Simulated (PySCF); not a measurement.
**Name the molecule from its bond curve**

A diatomic of charge 0 contains Zn. Its doublet curve at PBE0 in a double-zeta basis (no relativity, PySCF), in eV from the separated fragments:

(R (Å), E (eV)): (1.381, -0.936), (1.445, -1.115), (1.510, -1.217), (1.558, -1.254), (1.606, -1.264), (1.654, -1.253), (1.718, -1.213), (1.799, -1.133), (1.895, -1.012), (2.024, -0.832)

The fit gives ωe = 1594 cm⁻¹ and the rotational constant Bₑ = 6.608 cm⁻¹.

Task: Which atom is the partner?

Result: The minimum lies at 1.603 Å, so the reduced mass is 16.8576 u Å² cm⁻¹/(Bₑ·Re²) = 0.9928 u. With Zn at 63.93 u the partner weighs about 1.0 u: H. The molecule is ZnH.

The state was picked by a PBE0 search and need not be the measured ground state.
